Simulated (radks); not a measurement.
Problem. All-electron atom: Be in [He] 2p2 (not the ground configuration). Calculated with a radial shooting solver on a logarithmic mesh with Libxc functionals: scalar-relativistic Kohn-Sham, PBE, spin-polarised, spherical densities, point nucleus; open shells are filled with parallel spins first. Some entries of the table are withheld. Estimate them.

orbital  occ.  eigenvalue (Ry)  <1/r> (bohr^-1)  r(max) (bohr)
1s up       1              (1)              (2)         0.2657
1s down     1              (3)              (4)         0.2652
2p up       2         -0.25031           0.4575          2.159

Solution. 
(1) 1s up eigenvalue (Ry): -7.95948
(2) 1s up <1/r> (bohr^-1): 3.665
(3) 1s down eigenvalue (Ry): -7.92616
(4) 1s down <1/r> (bohr^-1): 3.677
